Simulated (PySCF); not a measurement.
Successive ionisation energies of one element at GMP2 (screened spin-orbit), starting from the ion with 12 electrons. Calculated with PySCF 2.14, two-component X2C-1e (Gaussian nucleus, no Breit or QED terms), each ion in its own even-tempered basis; GMP2 freezes the deep shells of the larger ions and drops the highest virtual spinors; eV.

569.30, 606.98, 1540.4, 1645.2, 1758.0, 1835.6, 2008.9, 2133.3, 2294.2, 2400.2, 10297.4, 10780.5

Question: Which element is it?

Answer: Nickel (Ni, Z = 28); the list starts at Ni¹⁶⁺. The hydrogenic estimate 13.606 eV × (q + 1)²/n² with q = 16 and n = 3 gives 436.89 eV for the first entry, a lower bound because the other electrons screen the nucleus only in part.
